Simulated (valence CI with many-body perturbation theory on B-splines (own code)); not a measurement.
E1 transitions of W⁶⁷⁺

Level of theory: relativistic CI+MBPT: five valence electrons over a frozen Dirac-Fock core [He], radial functions for each j: 11 s, 11 p, 10 d, 8 f, 5 g, 2 h, with the one-electron correlation potential Σ1, the two-electron term Σ2, the three-electron term Σ3, Breit, model QED; selected CI, second order for the rest, scaled by the run's own slope (own B-spline code, finite nucleus).

No measured spectrum was set against this ion. As an estimate, large intervals hold to a few tenths of a per cent, small ones and those within an open d or f shell to about a per cent. Among the levels kept, up to 7500 cm⁻¹ of a level comes from second order outside the variational space, and about a tenth of that is noise between levels of different J, which matters for small intervals.

Lines 51 to 100 of 600 in falling wavelength, among levels below 104560 × 10³ cm⁻¹, chosen from the strongest by gf and those to the six lowest levels. Wavelengths and rates use the calculated energies. Electric multipoles are in the length gauge, E1 and E2 with the static RPA response of the core. Weak lines are less certain than strong ones. Lines between different terms over intervals too small for the method are left out, as are lines whose strength nearly cancels. The highest levels of a list are the least certain.

Levels are named by their leading jj configuration (3d3/2^4 stands for four electrons in 3d with j = 3/2), which in mixed levels can hold well under half, so a name can repeat and another be missing. Letters in brackets count levels of one name in rising energy.

```
λ vac (Å)                               Upper                               Lower   A (s⁻¹)  S (a.u.)
    37.06       (2p1/2^2 2p3/2^2 3p3/2) J=7/2  (2s 2p1/2 2p3/2^2 3p3/2) J=5/2 [c]  9.17e+10  1.84e-02
    35.79          (2s 2p1/2^2 2p3/2^2) J=5/2          (2s^2 2p1/2 2p3/2^2) J=3/2  3.15e+10  4.28e-03
    32.90          (2s 2p1/2^2 2p3/2^2) J=1/2          (2s^2 2p1/2 2p3/2^2) J=1/2  7.17e+10  2.52e-03
    29.24       (2p1/2^2 2p3/2^2 3p3/2) J=5/2  (2s 2p1/2 2p3/2^2 3p3/2) J=7/2 [b]  1.12e+11  8.32e-03
    29.13       (2p1/2^2 2p3/2^2 3p3/2) J=7/2      (2s 2p1/2 2p3/2^2 3p3/2) J=9/2  1.14e+11  1.11e-02
    28.78          (2s 2p1/2^2 2p3/2^2) J=3/2          (2s^2 2p1/2 2p3/2^2) J=5/2  8.27e+10  3.89e-03
    27.31          (2s 2p1/2^2 2p3/2^2) J=3/2          (2s^2 2p1/2 2p3/2^2) J=3/2  2.65e+10  1.07e-03
    25.39  (2s 2p1/2 2p3/2^2 3d3/2) J=3/2 [e]  (2s 2p1/2 2p3/2^2 3p1/2) J=1/2 [c]  2.36e+11  7.62e-03
    25.32  (2s 2p1/2 2p3/2^2 3p3/2) J=3/2 [a]     (2s 2p1/2 2p3/2^2 3s) J=5/2 [b]  2.32e+11  7.44e-03
    25.26  (2s 2p1/2 2p3/2^2 3d3/2) J=7/2 [b]  (2s 2p1/2 2p3/2^2 3p1/2) J=5/2 [b]  3.87e+11  2.47e-02
    25.21  (2s^2 2p1/2 2p3/2 3d3/2) J=5/2 [b]  (2s^2 2p1/2 2p3/2 3p1/2) J=3/2 [b]  5.03e+11  2.39e-02
    25.19  (2s 2p1/2 2p3/2^2 3d3/2) J=5/2 [e]  (2s 2p1/2 2p3/2^2 3p1/2) J=3/2 [d]  5.20e+11  2.46e-02
    25.13  (2s 2p1/2 2p3/2^2 3p3/2) J=5/2 [a]     (2s 2p1/2 2p3/2^2 3s) J=3/2 [a]  4.36e+11  2.05e-02
    25.04  (2s 2p1/2 2p3/2^2 3p3/2) J=7/2 [b]     (2s 2p1/2 2p3/2^2 3s) J=5/2 [b]  5.11e+11  3.17e-02
    25.01  (2s 2p1/2 2p3/2^2 3d3/2) J=5/2 [b]  (2s 2p1/2 2p3/2^2 3p1/2) J=5/2 [b]  6.44e+11  2.99e-02
    24.92  (2s^2 2p1/2 2p3/2 3d3/2) J=3/2 [b]  (2s^2 2p1/2 2p3/2 3p1/2) J=3/2 [b]  5.85e+11  1.79e-02
    24.91  (2s 2p1/2 2p3/2^2 3d3/2) J=3/2 [f]  (2s 2p1/2 2p3/2^2 3p1/2) J=3/2 [d]  4.07e+11  1.24e-02
    24.75  (2s 2p1/2 2p3/2^2 3p3/2) J=3/2 [e]     (2s 2p1/2 2p3/2^2 3s) J=1/2 [c]  5.54e+11  1.66e-02
    24.72  (2s 2p1/2 2p3/2^2 3p3/2) J=1/2 [a]     (2s 2p1/2 2p3/2^2 3s) J=3/2 [a]  1.27e+12  1.89e-02
    24.71  (2s^2 2p1/2 2p3/2 3d3/2) J=5/2 [a]      (2s^2 2p1/2 2p3/2 3p1/2) J=5/2  1.64e+11  7.31e-03
    24.65  (2s 2p1/2 2p3/2^2 3d3/2) J=1/2 [d]  (2s 2p1/2 2p3/2^2 3p1/2) J=1/2 [c]  6.41e+11  9.48e-03
    24.64  (2s 2p1/2 2p3/2^2 3d3/2) J=3/2 [b]  (2s 2p1/2 2p3/2^2 3p1/2) J=5/2 [b]  9.04e+11  2.67e-02
    24.64  (2s^2 2p1/2 2p3/2 3p3/2) J=3/2 [a]     (2s^2 2p1/2 2p3/2 3s) J=3/2 [b]  5.40e+11  1.59e-02
    24.60  (2s 2p1/2^2 2p3/2 3p3/2) J=3/2 [a]     (2s 2p1/2^2 2p3/2 3s) J=3/2 [a]  1.00e+12  2.95e-02
    24.53  (2s 2p1/2 2p3/2^2 3p3/2) J=5/2 [c]     (2s 2p1/2 2p3/2^2 3s) J=3/2 [d]  3.09e+11  1.35e-02
    24.49  (2s 2p1/2 2p3/2^2 3p3/2) J=1/2 [c]     (2s 2p1/2 2p3/2^2 3s) J=1/2 [c]  1.14e+12  1.65e-02
    24.44       (2p1/2^2 2p3/2^2 3p3/2) J=5/2          (2p1/2^2 2p3/2^2 3s) J=3/2  5.28e+11  2.28e-02
    24.44          (2s^2 2p3/2^2 3p3/2) J=5/2             (2s^2 2p3/2^2 3s) J=3/2  6.62e+11  2.86e-02
    24.44  (2s 2p1/2 2p3/2^2 3p3/2) J=7/2 [c]     (2s 2p1/2 2p3/2^2 3s) J=5/2 [c]  1.31e+12  7.57e-02
    24.44  (2s^2 2p1/2 2p3/2 3d3/2) J=1/2 [b]  (2s^2 2p1/2 2p3/2 3p1/2) J=3/2 [b]  7.51e+11  1.08e-02
    24.43  (2s 2p1/2^2 2p3/2 3d3/2) J=3/2 [b]  (2s 2p1/2^2 2p3/2 3p1/2) J=3/2 [b]  3.48e+11  1.00e-02
    24.39          (2s^2 2p3/2^2 3p3/2) J=1/2             (2s^2 2p3/2^2 3s) J=3/2  1.39e+12  1.99e-02
    24.39       (2p1/2^2 2p3/2^2 3p3/2) J=1/2          (2p1/2^2 2p3/2^2 3s) J=3/2  1.06e+12  1.52e-02
    24.39  (2s 2p1/2^2 2p3/2 3d3/2) J=5/2 [a]      (2s 2p1/2^2 2p3/2 3p1/2) J=5/2  5.01e+11  2.15e-02
    24.36  (2s 2p1/2^2 2p3/2 3d3/2) J=3/2 [b]      (2s 2p1/2^2 2p3/2 3p1/2) J=1/2  4.62e+11  1.32e-02
    24.35  (2s 2p1/2^2 2p3/2 3d3/2) J=5/2 [a]  (2s 2p1/2^2 2p3/2 3p1/2) J=3/2 [a]  4.36e+11  1.86e-02
    24.33  (2s 2p1/2 2p3/2^2 3d3/2) J=5/2 [a]  (2s 2p1/2 2p3/2^2 3p1/2) J=5/2 [a]  5.28e+11  2.26e-02
    24.26  (2s 2p1/2 2p3/2^2 3d5/2) J=5/2 [a]  (2s 2p1/2 2p3/2^2 3p1/2) J=3/2 [c]  2.68e+11  1.13e-02
    24.18  (2s 2p1/2 2p3/2^2 3d3/2) J=3/2 [c]  (2s 2p1/2 2p3/2^2 3p1/2) J=1/2 [a]  8.05e+11  2.25e-02
    24.16  (2s 2p1/2 2p3/2^2 3p3/2) J=5/2 [c]     (2s 2p1/2 2p3/2^2 3s) J=3/2 [b]  1.01e+12  4.21e-02
    24.16  (2s 2p1/2^2 2p3/2 3p3/2) J=5/2 [b]     (2s 2p1/2^2 2p3/2 3s) J=3/2 [b]  1.26e+12  5.25e-02
    24.15          (2s^2 2p3/2^2 3d3/2) J=5/2          (2s^2 2p3/2^2 3p1/2) J=5/2  5.15e+11  2.15e-02
    24.15  (2s 2p1/2 2p3/2^2 3d3/2) J=7/2 [c]  (2s 2p1/2 2p3/2^2 3p1/2) J=5/2 [c]  9.15e+11  5.08e-02
    24.14      (2s^2 2p3/2^2 3d3/2) J=3/2 [a]          (2s^2 2p3/2^2 3p1/2) J=3/2  7.63e+11  2.12e-02
    24.13  (2s^2 2p1/2 2p3/2 3d3/2) J=3/2 [a]  (2s^2 2p1/2 2p3/2 3p1/2) J=3/2 [a]  3.82e+11  1.06e-02
    24.13          (2s^2 2p3/2^2 3d3/2) J=7/2          (2s^2 2p3/2^2 3p1/2) J=5/2  9.80e+11  5.43e-02
    24.10  (2s 2p1/2^2 2p3/2 3d3/2) J=5/2 [b]  (2s 2p1/2^2 2p3/2 3p1/2) J=3/2 [b]  9.64e+11  3.99e-02
    24.09  (2s 2p1/2^2 2p3/2 3d3/2) J=3/2 [a]  (2s 2p1/2^2 2p3/2 3p1/2) J=3/2 [a]  7.76e+11  2.14e-02
    24.09  (2s 2p1/2 2p3/2^2 3p3/2) J=5/2 [d]     (2s 2p1/2 2p3/2^2 3s) J=5/2 [c]  2.92e+11  1.21e-02
    24.08  (2s^2 2p1/2 2p3/2 3p3/2) J=1/2 [a]         (2s^2 2p1/2 2p3/2 3s) J=1/2  9.70e+11  1.34e-02
```
